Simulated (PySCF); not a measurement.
C₅H₇ClS.
Z-matrix (Å and degrees, PBE0-D3(BJ)/def2-SVP geometry), rows numbered from 1:
```
C 
S   1  1.7982
C   2  1.7340  1  102.71
C   3  1.3501  2  129.36  1    -0.14
C   4  1.4458  3  122.61  2   179.99
C   5  1.3423  4  123.63  3   179.97
Cl  6  1.7220  5  123.11  4   180.00
H   1  1.1002  2  111.23  3   -61.22
H   1  1.0981  2  106.33  3  -179.76
H   1  1.1002  2  111.26  3    61.67
H   3  1.0959  2  111.06  1   179.87
H   4  1.0941  3  120.39  2    -0.01
H   5  1.0951  4  117.83  3    -0.02
H   6  1.0929  5  123.15  4     0.01
```

Method: PySCF 2.14.0, PBE0-D3(BJ)/def2-SVP geometry optimisation, gas phase.

Take the most abundant isotopes and a rigid rotor. The values belong to one conformer with, in the numbering `[CH3:1][S:2]/[CH:3]=[CH:4]/[CH:5]=[CH:6]/[Cl:7]`, C1–S2–C3–C4 0°, C3–C4–C5–C6 180°.

Question: What are A, B and C (GHz)?

Answer: Ia = 59.91, Ib = 1035.91, Ic = 1092.55 u·Å²; 505379 MHz·u·Å²/I gives 8436, 487.9 and 462.6 MHz, that is A = 8.4362, B = 0.4879, C = 0.4626 GHz.

Question: What kind of rotor is it?

Answer: A near-prolate asymmetric top. Ray's parameter κ = (2B − A − C)/(A − C) = -0.994; −1 is the prolate and +1 the oblate limit.

Question: Is it planar, by Δ = Ic − Ia − Ib?

Answer: Not planar: Δ = Ic − Ia − Ib = -3.27 u·Å². For a rigid frame Δ = −2 Σ m c², so Σ m c² = 1.64 u·Å² lies off the ab plane, practically all of it from hydrogen. The atom farthest from that plane is 0.90 Å away.

Question: Give the other two planar moments, Paa and Pbb, and the rms extents of the mass along the axes.

Answer: Paa = Σ m a² = (Ib + Ic − Ia)/2 = 1034.28 and Pbb = Σ m b² = (Ia + Ic − Ib)/2 = 58.27 u·Å². With the mass M = 134.00 u, the rms extents √(P/M) along a, b and c are 2.78, 0.66, 0.11 Å.

Question: Give the coordinates in the principal-axis frame, origin at the centre of mass.

Answer: The sense of each axis is arbitrary; atoms in the order of the calculation.
| atom | mass (u) | a (Å) | b (Å) | c (Å) |
| --- | --- | --- | --- | --- |
| C1 | 12.000 | -3.167 | -1.343 | -0.001 |
| S2 | 31.972 | -3.099 | 0.454 | 0.000 |
| C3 | 12.000 | -1.394 | 0.771 | 0.000 |
| C4 | 12.000 | -0.361 | -0.098 | 0.001 |
| C5 | 12.000 | 1.019 | 0.332 | 0.000 |
| C6 | 12.000 | 2.061 | -0.515 | 0.001 |
| Cl7 | 34.969 | 3.701 | 0.012 | 0.000 |
| H8 | 1.008 | -2.689 | -1.759 | -0.901 |
| H9 | 1.008 | -4.231 | -1.612 | -0.005 |
| H10 | 1.008 | -2.695 | -1.761 | 0.901 |
| H11 | 1.008 | -1.194 | 1.849 | -0.002 |
| H12 | 1.008 | -0.545 | -1.177 | 0.003 |
| H13 | 1.008 | 1.219 | 1.408 | -0.003 |
| H14 | 1.008 | 1.949 | -1.602 | 0.003 |

Question: Where do the levels up to J = 3 lie, in K?

Answer: Above 0(0,0), as E/k:
J = 1: 1(0,1) 0.046, 1(1,1) 0.427, 1(1,0) 0.428
J = 2: 2(0,2) 0.137, 2(1,2) 0.517, 2(1,1) 0.521, 2(2,1) 1.665, 2(2,0) 1.665
J = 3: 3(0,3) 0.274, 3(1,3) 0.652, 3(1,2) 0.659, 3(2,2) 1.802, 3(2,1) 1.802, 3(3,1) 3.712, 3(3,0) 3.712
Those of J = 1 are B + C, A + C and A + B.

Question: Predict some low-J microwave lines.

Answer: The dipole components are |μa| = 1.73 D, |μb| = 1.42 D, |μc| = 0.00 D; the mirror of this Cs structure is the ab plane, so μc vanishes by symmetry and there are no c-type lines. Intensities carry the squares of the components, which stand as 1.00 : 0.68 (a : b). Some lines, for components of 0.1 D or more:

```csv
type,branch,"J(Ka,Kc)",MHz,lower level (cm⁻¹)
a,R,"1(0,1) ← 0(0,0)",950,0.000
a,R,"2(1,2) ← 1(1,1)",1876,0.297
a,R,"2(0,2) ← 1(0,1)",1901,0.032
a,R,"2(1,1) ← 1(1,0)",1926,0.298
b,Q,"1(1,0) ← 1(0,1)",7974,0.032
b,Q,"2(1,1) ← 2(0,2)",7999,0.095
b,R,"1(1,1) ← 0(0,0)",8899,0.000
b,R,"2(1,2) ← 1(0,1)",9824,0.032
b,Q,"2(2,0) ← 2(1,1)",23845,0.362
b,Q,"2(2,1) ← 2(1,2)",23921,0.359
b,R,"2(2,1) ← 1(1,0)",25771,0.298
b,R,"2(2,0) ← 1(1,1)",25797,0.297
```

PBE0-D3(BJ)/def2-SVP frequencies: not computed here. No vibrational averaging or centrifugal distortion is included, and the geometry carries the error of its method. A rigid rotor knows nothing of internal rotation, which can split or shift real lines. Quadrupole hyperfine structure (35Cl) is left out.
